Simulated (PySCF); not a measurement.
Level of theory: PBE-D3(BJ)/def2-TZVP // CAM-B3LYP-D3(BJ)/def2-TZVP run with PySCF. Gas-phase values, no solvent. One relaxed conformer stands for a flexible species; it need not be the lowest. Excitations are Tamm–Dancoff values on a coarser integration grid. The basis has no diffuse functions, so Rydberg states are missing or too high.

Reference species (SMILES): `BBC#C` (neutral, multiplicity 1).

```
Property                   Value
----------------------  --------
S1–T1 gap (TDA)          0.42 eV
T1 excitation (TDA)      3.13 eV
S1 oscillator strength     0.001
HOMO                    -6.50 eV
```

Changed species: `[H]/B=C/C=B/[H]`.

### Question
What does the change do to the S1–T1 gap (TDA), T1 excitation (TDA), S1 oscillator strength and HOMO?

### Answer
the S1–T1 gap (TDA) decreases by 0.10 eV, to 0.32 eV; the T1 excitation (TDA) falls by 1.37 eV, to 1.76 eV; the S1 oscillator strength is nearly the same; the HOMO rises by 2.00 eV, to -4.50 eV.
